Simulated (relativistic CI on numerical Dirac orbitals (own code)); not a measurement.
Sensitivity of the levels of Ta XXXII to α and to the nuclear radius

These numbers are calculated, not measured: Dirac-Coulomb-Breit CI, KLI orbitals optimised for each configuration, derivatives by finite differences, unscaled Slater integrals, QED left out (own radial code, finite nucleus).

Configurations in the expansion (outside the closed core [Ar] 3d10): 4s2 4p6 4d6, 4s2 4p5 4d7, 4s2 4p4 4d8, 4s 4p6 4d7, 4p6 4d8, 4s2 4p6 4d5 5s, 4s 4p5 4d8, 4s2 4p6 4d5 5p. Levels of other configurations are missing.

With x = (α/α₀)² − 1 an excitation energy changes as ω = ω₀ + qx; K = 2q/ω₀ is the relative enhancement. Terms are leading LS components, so labels can repeat. The field-shift factor is F = δν/δ⟨r²⟩ for the transition from the lowest level.

Lowest level 4s2 4p6 4d6 5D_4.

```tsv
Level	ω₀ (cm⁻¹)	q (cm⁻¹)	F (GHz/fm²)
4s2 4p6 4d6 3P_2	20278	816.2	-0.61
4s2 4p6 4d6 3P_0	64469	20940	0.63
4s2 4p6 4d6 5D_3	104035	129100	3.33
4s2 4p6 4d6 5D_4	116171	116000	3.23
4s2 4p6 4d6 5D_1	116643	130100	3.2
4s2 4p6 4d6 3G_5	143323	119600	3.42
4s2 4p6 4d6 3H_6	146316	120000	3.63
4s2 4p6 4d6 3F_2	157180	123000	2.53
4s2 4p6 4d6 3G_3	162430	125700	3.28
4s2 4p6 4d6 3P_0	193292	113600	2.69
4s2 4p6 4d6 3D_2	196827	146800	3.94
4s2 4p6 4d6 3P_1	199446	132600	3.45
4s2 4p6 4d6 1G_4	202212	134100	3.9
4s2 4p6 4d6 3F_3	212205	122900	3.38
4s2 4p6 4d6 5D_2	230929	242100	5.82
4s2 4p6 4d6 5D_0	240490	244000	6.53
4s2 4p6 4d6 3H_4	254856	246900	6.44
4s2 4p6 4d6 3D_3	264843	241400	6.13
4s2 4p6 4d6 3H_5	269807	249600	6.84
4s2 4p6 4d6 3G_3	284970	253100	6.66
4s2 4p6 4d6 1I_6	285282	247200	7.12
4s2 4p6 4d6 3P_1	295414	239200	5.89
4s2 4p6 4d6 3F_2	304569	246500	5.63
```

At this charge energies of transitions that change n are usually good to better than 1 %, and those within a shell (Δn = 0) to a few per cent. Terms inside the open d or f shell come out 10 to 20 % too wide with unscaled integrals.

(1) Which transition from the lowest level has the largest |K|?

Results:

(1) 4s2 4p6 4d6 5D_3 at 104035 cm⁻¹, K = 2.48.
